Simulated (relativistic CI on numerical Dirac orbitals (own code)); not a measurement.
One change at a time: Ce⁴⁶⁺

Base calculation: Dirac-Coulomb-Breit CI, KLI orbitals optimised for each configuration, a model potential for QED, unscaled Slater integrals.

CI space (outside the closed core [Ne]): 3s², 3s3p, 3p², 3s3d, 3d², 3p3d, 3p4s, 3d4s, 3s4s, 3s4p, 3s4d, 3s4f, 3s5s, 3s5p, 3s5d, 3s5f. Levels of other configurations are missing.

Variants: (1) Breit term removed. Shifts of the energy above 3s² ¹S0, in eV, for the lowest level and the first level of each name with at least 55 % of one term (blank where a level changes its place among those of its configuration and J or its character, or is not in the variant):

| Level | Base | Δ(1) |
| --- | --- | --- |
| 3s² ¹S0 | 0.000 | 0.000 |
| 3s3p ³P°0 | 95.935 | -1.742 |
| 3s3p ³P°1 | 106.273 | -1.564 |
| 3s3p ³P°2 | 213.653 | -0.025 |
| 3p² ³P0 | 231.219 | -3.459 |
| 3s3p ¹P°1 | 242.495 | -0.116 |
| 3p² ¹D2 | 337.879 | -1.320 |
| 3p² ³P1 | 338.910 | -1.879 |
| 3s3d ³D1 | 372.274 | +0.571 |
| 3s3d ³D2 | 378.373 | +0.706 |
| 3s3d ³D3 | 398.692 | +1.715 |
| 3s3d ¹D2 | 410.995 | +1.163 |
| 3p3d ³F°2 | 476.051 | -0.998 |
| 3p² ¹S0 | 477.345 | -0.415 |
| 3p3d ³D°1 | 501.226 | -1.197 |
| 3p3d ³F°3 | 516.628 | +0.104 |
| 3p3d ³P°0 | 610.711 | +0.166 |
| 3p3d ³P°1 | 611.219 | +0.456 |
| 3p3d ³F°4 | 620.429 | +1.663 |
| 3p3d ¹F°3 | 646.583 | +1.470 |
| 3p3d ¹P°1 | 655.624 | +1.156 |
| 3d² ³F2 | 753.590 | +1.201 |

At this charge energies of transitions that change n are usually good to better than 1 %, and those within a shell (Δn = 0) to a few per cent.

Ionisation energy from the two ground configurations alone: base 3864.6 eV; Breit term removed 3867.21 eV. The NIST ASD value (theoretical) is 3865 eV.

LS names give the leading component of a level, which can be under half, so a name can repeat, a term be missing and a line seem to break the LS rules.
